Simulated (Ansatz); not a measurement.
The cluster Li₇Sn (the lowest doublet isomer of a short search), 8 atoms. Hardware: 4 threads of Intel Xeon Platinum 8488C on a shared host.

In the def2 sets Sn takes a core potential; there is no spin–orbit coupling. Correlated methods freeze 4 core orbitals; core or outer-core shells of Li, Sn are correlated, in sets that lack core-valence functions. In CCSD on the charge 0 doublet the largest single amplitude is 0.17, so its Hartree–Fock determinant may place the open shell otherwise than the density functionals do.

How many basis functions does each of these Ansatz runs have, and roughly what does it cost? PBE-D4/def2-TZVPD, charge -1 singlet at the geometry of the charge 0 doublet, energy, from earlier orbitals; r2SCAN0-D4/def2-TZVP, charge 0 doublet, energy, from earlier orbitals; PBE0-D4/def2-TZVPD, charge -1 triplet at the geometry of the charge 0 doublet, energy; r2SCANh-D4/def2-TZVP, charge 0 doublet, energy, from earlier orbitals; LC-ωPBE/def2-TZVP, charge 0 doublet, energy, from earlier orbitals; B3LYP-D4/def2-TZVP, charge 0 doublet, energy, from earlier orbitals; HSE06-D4/def2-TZVP, charge 0 doublet, energy, from earlier orbitals; BLYP-D4/def2-TZVP, charge 0 doublet, energy, from earlier orbitals; r2SCAN-D4/def2-TZVP, charge 1 triplet at the geometry of the charge 0 doublet, energy, from earlier orbitals; PBE-D4/def2-TZVP, charge 1 triplet at the geometry of the charge 0 doublet, energy, from earlier orbitals; CCSD(T)/def2-TZVP, charge 0 doublet, energy, from earlier orbitals; r2SCAN-D4/def2-TZVP, charge 0 doublet, energy, from earlier orbitals.

Other jobs shared the machine, so times can vary by a factor of up to 3. A dash marks memory too small to be measured apart from the calling script's.

| run | functions | fitting or Cholesky vectors | wall time | peak host memory (GiB) |
| --- | --- | --- | --- | --- |
| PBE-D4/def2-TZVPD, charge -1 singlet at the geometry of the charge 0 doublet, energy, from earlier orbitals | 175 | 1559 | 1.3 s | – |
| PBE-D4/def2-TZVP, charge 1 triplet at the geometry of the charge 0 doublet, energy, from earlier orbitals | 148 | 1291 | 1.8 s | – |
| BLYP-D4/def2-TZVP, charge 0 doublet, energy, from earlier orbitals | 148 | 1291 | 2.9 s | – |
| r2SCAN-D4/def2-TZVP, charge 1 triplet at the geometry of the charge 0 doublet, energy, from earlier orbitals | 148 | 1291 | 3.3 s | – |
| B3LYP-D4/def2-TZVP, charge 0 doublet, energy, from earlier orbitals | 148 | 1335 | 3.6 s | – |
| HSE06-D4/def2-TZVP, charge 0 doublet, energy, from earlier orbitals | 148 | 1364 | 4.5 s | – |
| PBE0-D4/def2-TZVPD, charge -1 triplet at the geometry of the charge 0 doublet, energy | 175 | 1643 | 8.5 s | 0.87 |
| LC-ωPBE/def2-TZVP, charge 0 doublet, energy, from earlier orbitals | 148 | 1291 | 11 s | – |
| r2SCAN-D4/def2-TZVP, charge 0 doublet, energy, from earlier orbitals | 148 | 1291 | 11 s | – |
| r2SCANh-D4/def2-TZVP, charge 0 doublet, energy, from earlier orbitals | 148 | 1306 | 13 s | 0.76 |
| r2SCAN0-D4/def2-TZVP, charge 0 doublet, energy, from earlier orbitals | 148 | 1364 | 13 s | 0.77 |
| CCSD(T)/def2-TZVP, charge 0 doublet, energy, from earlier orbitals | 148 | 1546 | 82 s | 3.5 |
